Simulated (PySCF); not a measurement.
Compound: GeH5P.
SMILES with atom numbers: `[PH2:1][GeH3:2]` (hydrogens: H3, H4 on P1; H5, H6, H7 on Ge2)

Method: PySCF, PBE0-D3(BJ)/def2-SVP geometry optimisation, gas phase.

List the bond lengths and angles at this level.

| bond | length (Å) | order |
| --- | --- | --- |
| P1–Ge2 | 2.328 | single |
| P1–H3, P1–H4 | 1.429 | single |
| Ge2–H5, Ge2–H6, Ge2–H7 | 1.539 | single |

Bonds in one row agree within 0.01 Å and their mean is given. Orders are formal, as drawn. A selection of angles:
| angle | degrees |
| --- | --- |
| Ge2–P1–H3 | 93.6 |
| H3–P1–H4 | 93.2 |
| P1–Ge2–H5 | 108.2 |
| P1–Ge2–H7 | 113.1 |
| H5–Ge2–H6 | 109.0 |

Ge2 (germanium bonded to P and 3 H) is distorted tetrahedral (angles from 108.0° to 113.1°). P1 (three-coordinate phosphorus) is pyramidal (angles 93.8°, 93.6° and 93.2°, sum 280.5°, 0.87 Å off the plane of its three neighbours).

Point group: Cs (every atom within 0.08 Å of its image). PBE0-D3(BJ)/def2-SVP frequencies: not computed here.
